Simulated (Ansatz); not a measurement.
```yaml
crystal:
  periodic: [false, false, false]
  atoms:
    - {symbol: Na, position_ang: [1.461789, 1.363762, 1.699672]}
    - {symbol: Na, position_ang: [0.052825, -1.191234, 3.551174]}
    - {symbol: Na, position_ang: [1.646927, -1.960362, 0.568046]}
    - {symbol: Sn, position_ang: [-0.528041, -1.820983, -1.885230]}
    - {symbol: Sn, position_ang: [-0.791571, 2.514811, -0.390901]}
    - {symbol: Sn, position_ang: [1.176169, 0.563701, -1.443526]}
    - {symbol: Sn, position_ang: [-1.707020, 0.764962, -2.535489]}
    - {symbol: Sn, position_ang: [-1.311089, -0.234658, 0.436245]}
basis:
  gaussian: {orbitals: def2-TZVPD, initial_orbitals: start.molden}
total_charge: -1
hamiltonian: {xc: pbe0, dispersion: d4}
scf: {omitted_lower_state_checks: [starts]}
output: {orbitals: {seedname: orbitals}}
```

The file start.molden holds the orbitals of an earlier run on this structure, at another level or in another basis.

```sh
$ ansatz run in.yaml --threads 4 --pin off --events-out ev --progress --plain --max-ram 4787MiB
```

**Question.** Does this run fit into the memory that it is given?

**Answer.** No. It has 385 basis functions, and Ansatz plans for 4.90 GiB where 4.67 GiB are given.
